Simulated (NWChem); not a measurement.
System: CH6InNO; SMILES [OH][In]([NH2])[CH3]

Here is an NWChem input.

```
start job
memory heap 200 mb stack 900 mb global 1100 mb
geometry units angstroms noautoz
  In    -0.060380    -0.035398    -0.025628
  C      0.533341    -2.100635     0.026526
  H      0.192102    -2.606534    -0.887882
  H      0.080894    -2.597982     0.896109
  H      1.626862    -2.179155     0.094473
  O     -1.974112     0.577872     0.041769
  H     -2.605509    -0.146244     0.101597
  N      1.106388     1.615848     0.014011
  H      0.672906     2.503417    -0.221391
  H      2.056042     1.590028    -0.341685
end
basis spherical
  * library def2-svp
end
ecp
  In library def2-ecp
end
dft
  xc pbe0
  iterations 150
  vectors input atomic output neutral.movecs
end
task dft energy
charge 1
dft
  odft
  mult 2
  vectors input atomic output cation.movecs
end
task dft energy
```

All runs use the structure optimised with PBE0/def2-SVP. No frequency run checked for a minimum. def2 effective core potentials on In; no spin-orbit coupling.

Ions are spin-unrestricted doublets at the neutral geometry; other ion states weren't tried.

Task: Predict the main results of this run. (PBE0/def2-SVP with def2 effective core potentials on In, vertical spin-unrestricted ions.) Quantities: vertical ionisation energy, ΔSCF (eV); −ε(HOMO) (eV).

Result: 
```json
{
  "vertical ionisation energy, ΔSCF (eV)": "8.81",
  "−ε(HOMO) (eV)": "6.63"
}
```
